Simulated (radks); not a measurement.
Results of a calculation; reference values are marked as such.
Neutral europium inside a hard spherical wall (all orbitals vanish at R), configuration held at [Xe] 4f7 6s2 and not refilled when levels cross. Code: a radial shooting solver on a logarithmic mesh with Libxc functionals. Model: scalar-relativistic Kohn-Sham, LDA (Slater exchange, Perdew-Wang correlation), spin-polarised, spherical densities, finite nucleus; open shells are filled with parallel spins first (spin-orbit coupling, left out, can overturn this in heavy ions); Fermi nuclear charge, rms radius 5.1115 fm. Eigenvalues in eV for spin up, with the zero of energy where the potential of the charges vanishes at infinity; a dash marks a level that is unbound or too diffuse for the functional's potential to be trusted. A positive occupied level is held by the wall or, in an anion where self-interaction has pushed it up, behind a barrier. The pressure on the wall is -dE/dV.

| R (bohr) | E (hartree) | kinetic (hartree) | e(5s) | e(5p) | e(4f) | e(6s) | e(5d, empty) | e(6p, empty) | pressure (GPa) |
|---|---|---|---|---|---|---|---|---|---|
| free | -10836.2117 | 11604.666 | -45.765 | -24.632 | -4.238 | -3.865 | -1.950 | -1.289 | 0 |
| 15 | -10836.2117 | 11604.666 | -45.762 | -24.629 | -4.236 | -3.863 | -1.948 | -1.274 | 0.000218 |
| 12 | -10836.2113 | 11604.671 | -45.727 | -24.594 | -4.201 | -3.836 | -1.915 | -1.188 | 0.00679 |
| 10 | -10836.2088 | 11604.692 | -45.582 | -24.451 | -4.057 | -3.719 | -1.784 | -0.922 | 0.0660 |
| 8 | -10836.1925 | 11604.792 | -45.043 | -23.923 | -3.524 | -3.210 | -1.286 | 0.023 | 0.648 |
| 4 | -10835.2428 | 11608.491 | -37.834 | -17.043 | 4.245 | 11.878 | 7.500 | 21.725 | 171 |
| 3.5 | -10834.3748 | 11611.782 | -34.104 | -13.312 | 8.669 | 22.913 | 12.824 | 35.832 | 477 |
| 3 | -10832.4093 | 11619.020 | -27.435 | -6.186 | 16.734 | 44.767 | 22.898 | 62.187 | 1540 |
| 1.5 | -10759.8890 | 11839.290 | 130.53 | 175.89 | 141.16 | 519.74 | 246.24 | 570.06 | 212000 |
